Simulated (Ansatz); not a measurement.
Two members of one family (AlSb nanocrystals, H-capped) that differ in charge, which shifts all levels, computed with Ansatz in the gas phase; def2 core potentials for Sb, no spin–orbit coupling. Levels of anions in sets without diffuse functions are rough. A dash marks a value that wasn't run or was left out as unsound. The structures are stationary points that may keep the symmetry of their start. Remarks come from the PBE and PBE0 runs and from stability tests at other levels; not every state was tested. HOMO above LUMO (over both spins in singlets and doublets, within one spin in higher multiplets; at PBE or PBE0), or a gap under 0.15 eV within one spin, warns that the state may not be the lowest or that an electron is smeared out.

First: Al4Sb4H16, cut from zinc blende, disc (singlet, charge 0, PBE-D4/def2-SVP geometry).

```xyz
24

Al   -0.421   -2.219    2.099
Al   -0.845   -0.859   -2.841
Al    3.013    0.669   -0.074
Al   -1.743    2.411    0.813
Sb    2.087   -1.247    1.635
Sb    1.746   -0.155   -2.348
Sb   -1.748    0.154    2.348
Sb   -2.089    1.249   -1.634
H    -0.429   -2.957    3.520
H    -0.915   -2.863    0.719
H    -1.107   -0.767   -4.419
H    -1.145   -2.139   -1.927
H     4.590    0.458   -0.265
H     2.308    2.038    0.364
H    -0.240    2.963    0.840
H    -3.051    3.266    1.162
H     3.069   -2.633    1.391
H     2.746   -0.843    3.167
H     2.691   -1.431   -2.998
H     2.175    0.997   -3.545
H    -3.392   -0.271    2.589
H    -1.479    0.698    3.954
H    -3.768    0.935   -1.792
H    -2.054    2.546   -2.757
```

```
           level  HOMO (eV)  LUMO (eV)  gap (eV)  vertical IE (eV)
 PBE-D4/def2-SVP      -6.52      -2.21      4.31                 –
PBE0-D4/def2-SVP      -7.52      -1.55      5.97              8.87
```

Remarks: gap within one spin near zero at PBE or PBE0 (+1 doublet), HOMO above LUMO (+1 doublet).

Second: Al5Sb4H16⁻, cut from zinc blende, disc (singlet, charge -1, PBE-D4/def2-SVP geometry).

Cartesian coordinates in Å:
```
Sb -1.342 1.163 1.599
Sb 0.315 1.811 -2.106
Sb 2.239 -0.790 1.451
Sb -0.754 -2.009 -1.052
Al 0.789 0.741 3.200
Al -1.017 3.192 -0.151
Al -2.627 -1.051 0.676
Al -0.331 -0.571 -3.295
Al 1.495 -3.021 0.045
H -2.477 1.845 2.705
H 1.949 1.673 -1.586
H 0.665 2.930 -3.368
H 3.775 -1.104 2.168
H 2.860 0.308 0.281
H -1.496 -3.430 -1.688
H 1.635 2.081 3.491
H 0.434 -0.259 4.414
H -0.029 4.343 0.394
H -2.413 3.601 -0.845
H -3.922 -0.590 -0.163
H -2.797 -2.097 1.890
H -1.712 -0.260 -4.066
H 0.955 -1.068 -4.130
H 1.162 -4.119 1.178
H 2.647 -3.318 -1.040
```

Problem. Estimate the same table for the second.

Solution. 
```
           level  HOMO (eV)  LUMO (eV)  gap (eV)  vertical IE (eV)
 PBE-D4/def2-SVP      -3.13       0.49      3.63                 –
PBE0-D4/def2-SVP      -4.10       1.12      5.22              5.41
```

Remarks: gap within one spin near zero at PBE or PBE0 (neutral doublet), HOMO above LUMO (neutral doublet).
